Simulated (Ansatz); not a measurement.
Consider the isomerisation: `N=C([SiH3])CN` → `NC/N=C/[SiH3]`.

Gas-phase electronic energies from Ansatz, PBE0-D4/def2-TZVP geometries. CBS: MP2 limit from def2 TZ/QZ plus the TZ coupled-cluster correction, frozen cores. Functionals use def2-TZVPP. B3LYP here is the variant with VWN-RPA as its local correlation; programs differ in this. One conformer a species, not always the lowest.

| level | ΔE (kJ/mol) |
| --- | --- |
| B3LYP | 25.2 |
| MP2/def2-TZVPP | 31.6 |
| MP2/def2-QZVPP | 31.5 |
| HF/CBS(def2) | 21.0 |

Q: What does CCSD(T)/CBS give? (Estimate.)

A: The calculation gave: +30.6 kJ/mol. The listed levels differ from it by -5.4, 1.0, 0.9, -9.6 kJ/mol.

Largest T1 diagnostic among the species: 0.012.

The D4 term adds +4.0 kJ/mol with B3LYP and +2.1 kJ/mol with PBE0; it sums over pairs of atoms, weighted by their polarisabilities, and B3LYP, whose exchange is more repulsive, gets the larger term. In def2-TZVPP, CCSD(T) changes the Hartree–Fock value by +8.5 kJ/mol (the triples alone add +1.0 kJ/mol) and MP2 by +9.7 kJ/mol.

CCSD(T)/CBS has its own doubt, a few kJ/mol and more with outer-core shells, so smaller differences from it don't rank the levels.
